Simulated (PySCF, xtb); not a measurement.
Pt(OH) (HOPt), SMILES [OH][Pt] (connectivity only; charge and spin as stated), neutral, multiplicity 2.

Harmonic wavenumbers (cm⁻¹) from GFN2-xTB run with xtb at its own minimum, in rising order: 509, 818, 3496.

Q: What does B3LYP-D3(BJ)/def2-TZVPD (PySCF 2.14.0) give at its own minimum? (The exact figures need the calculation; the answer reports its results.)

A: 631, 929, 3697. Paired by order, the mean absolute difference is 145 cm⁻¹ and the zero-point energies are 6.9 and 7.5 kcal/mol.
